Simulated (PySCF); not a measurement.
**Broadened absorption spectrum of C5H7NS2**

Compound: C₅H₇NS₂.
Atom-mapped SMILES: `[N:1]#[C:2][C@@H:3]1[CH2:4][CH2:5][S:6][CH2:7][S:8]1` (hydrogens: H9 on C3; H10, H11 on C4; H12, H13 on C5; H14, H15 on C7)

Cartesian coordinates in Å at the GFN2-xTB level; atoms count from 1:
```
atom  x, y, z in Å
N1    -0.3495    2.4597    1.2555
C2    -0.5125    1.7625    0.3636
C3    -0.6510    0.8576   -0.7452
C4    -1.1989   -0.5079   -0.3195
C5    -0.3858   -1.1590    0.7913
S6     1.2618   -1.6944    0.2214
C7     1.9041   -0.0589   -0.2156
S8     0.9933    0.7212   -1.5773
H9    -1.2955    1.3093   -1.5048
H10   -1.2165   -1.1638   -1.1929
H11   -2.2258   -0.3714    0.0329
H12   -0.2503   -0.4810    1.6362
H13   -0.8747   -2.0686    1.1362
H14    1.8707    0.5937    0.6560
H15    2.9263   -0.1911   -0.5599
```

Computed with PySCF 2.14.0, density-fitted response routines, TDDFT PBE0/def2-SVPD, vertical, gas phase, core orbitals frozen in the response.

Computed states:

| state | E (eV) | f |
| --- | --- | --- |
| S1 | 4.90 | 0.0065 |
| S2 | 5.27 | 0.0064 |
| S3 | 5.47 | 0.0022 |
| S4 | 5.78 | 0.011 |
| S5 | 6.00 | 0.013 |
| S6 | 6.15 | 0.012 |

Each state is given a Gaussian of 0.4 eV full width at half maximum, with ε(max) = 2.175×10⁸ f / Δν̃ (Δν̃ the width in cm⁻¹). The cross-section is σ = 3.8235×10⁻²¹ ε cm², given in Mb (10⁻¹⁸ cm²). The width is an assumption, not a result. The curve ends short of the highest state used, and states not computed would add to its high-energy end.

(1) Give the broadened spectrum and its maxima.

(2) On this curve, what absorbance would a 10⁻⁴ mol/L sample give at 254 nm over a 1 cm path?

(3) Coming from long wavelengths, where does ε first pass 100 L mol⁻¹ cm⁻¹?

Results:

(1) 
| λ (nm) | σ (Mb) |
| --- | --- |
| 223.6 | 2.10 |
| 226.4 | 1.92 |
| 229.2 | 1.97 |
| 232.0 | 2.07 |
| 234.8 | 2.12 |
| 237.6 | 2.07 |
| 240.4 | 1.98 |
| 243.3 | 1.91 |
| 246.1 | 1.89 |
| 248.9 | 1.90 |
| 251.7 | 1.87 |
| 254.5 | 1.75 |
| 257.3 | 1.53 |
| 260.1 | 1.24 |
| 263.0 | 0.92 |
| 265.8 | 0.64 |
| 268.6 | 0.41 |
| 271.4 | 0.25 |
| 274.2 | 0.14 |
| 277.0 | 0.07 |
| 279.8 | 0.04 |
| 282.7 | 0.02 |
| 285.5 | 0.01 |
| 288.3 | 0.00 |

Maxima: 249 nm (4.98 eV), ε about 500, made up of S1 (79%) and S2 (21%) (hardly more than a shoulder); 235 nm (5.28 eV), ε about 550, made up of S2 (78%) and S3 (14%) (ε in L mol⁻¹ cm⁻¹; maxima over ε = 5, shares over 10%). At its high-energy end, 5.55 eV, the curve is still rising (ε about 560, from S2, S3 and S4).

(2) 254 nm is 4.881 eV, where ε is about 470 L mol⁻¹ cm⁻¹, so A = ε c l ≈ 0.047 (Beer–Lambert, with the gas-phase spectrum and the assumed width).

(3) At about 269 nm (4.61 eV), 0.29 eV below S1.

The run took 36 s of wall time on one thread of an Intel Xeon Platinum 8488C, no GPU, shared host, and the process peaked at 0.91 GiB of memory.

One conformer stands for the species.
